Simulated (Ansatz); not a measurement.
Species: sum formula SiNH₂Br₃, charge 0, multiplicity 1. SMILES: N[Si](Br)(Br)Br
Structure (B3LYP-D3(BJ)/def2-TZVP (Ansatz, a program for electronic structure) minimum search):
```
Si
N 1 1.6892
H 2 1.0080 1 120.73
H 2 1.0080 3 112.99 1 -153.88
Br 1 2.2154 2 107.85 3 164.41
Br 1 2.2154 2 107.85 3 43.72
Br 1 2.2308 2 115.05 3 -75.93
```
Charge 0, spin multiplicity 1.

Wanted: vertical triplet-singlet gap (E(triplet) - E(singlet); each state is the SCF solution reached for its spin), in kJ/mol. Correlated levels leave the core frozen unless marked. UHF or UKS for open shells. No spin-orbit coupling. The frozen core is the preceding noble-gas configuration, with the filled d and f shells of earlier blocks. Non-relativistic. CBS marks a two-point X^-3 extrapolation of the correlation energy; Hartree-Fock from the larger set. The program attaches cautions to a run behind CCSD/def2-SVPD: other roots.

```
level                                 program  vertical triplet-singlet gap (kJ/mol)  minus last row
------------------------------------  -------  -------------------------------------  --------------
HF/def2-TZVPPD                         Ansatz                                  611.5            -7.0
HF/def2-QZVPPD                         Ansatz                                  610.9            -7.6
PBE/def2-TZVPD                         Ansatz                                  483.1          -135.4
BHLYP/def2-TZVPD                       Ansatz                                  593.6           -24.9
CAM-B3LYP/def2-TZVPD                   Ansatz                                  582.2           -36.3
wB97X-V/def2-TZVPD                     Ansatz                                  618.1            -0.4
B2PLYP/def2-TZVPD                      Ansatz                                  578.2           -40.3
MP2/def2-TZVPPD                        Ansatz                                  639.5            21.0
MP2/def2-QZVPPD                        Ansatz                                  642.5            24.0
SCS-MP2/def2-QZVPPD                    Ansatz                                  648.9            30.4
CCSD/def2-SVPD                         Ansatz                                  614.6            -3.9
CCSD/def2-TZVPPD                       Ansatz                                  619.0             0.5
CCSD/def2-QZVPPD                       Ansatz                                  623.6             5.1
CCSD(T)/def2-QZVPPD                    Ansatz                                  614.9            -3.6
CCSD(T)/CBS(def2-TZVPPD,def2-QZVPPD)   Ansatz                                  618.5             0.0
```
